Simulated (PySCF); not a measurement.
## Tm⁴⁵⁺: ionisation energy

Tm⁴⁵⁺ [Ar] 3d6 (5D) → Tm⁴⁶⁺ [Ar] 3d5 (6S), as a difference of total energies. Computed with PySCF 2.14 in an uncontracted even-tempered set (18 s from 9.6 bohr⁻², ratio 2.5; 13 p from 12 bohr⁻², ratio 2.5; 7 d from 12 bohr⁻², ratio 2.5; 4 f from 49 bohr⁻², ratio 2.7; 3 g from 73 bohr⁻², ratio 2.7), with the spin-free X2C one-electron Hamiltonian (Gaussian nucleus). Correlated levels: outer shells: [Ne] frozen; virtual orbitals above 40 to 60 times the deepest correlated orbital energy dropped. The calculations carry no spin-orbit coupling.

```
                method  ionisation energy (eV)
                   UHF                  3778.8
                   LDA                  3780.6
                   PBE                  3781.9
                  PBE0                  3781.7
                r2SCAN                  3782.1
                 B97-3                  3781.6
                  TPSS                  3781.5
    MP2 (outer shells)                  3780.0
SCS-MP2 (outer shells)                  3780.3
```

Spin-orbit coupling is strong in these open shells (close to jj coupling). The scalar numbers leave it out and a first-order estimate fails, so it can dominate the gap to the real levels.

Breit and QED terms and the two-electron picture change are absent.

For comparison: 3775 ± 4 eV (theoretical estimate listed by NIST; NIST Atomic Spectra Database, ionization energies).
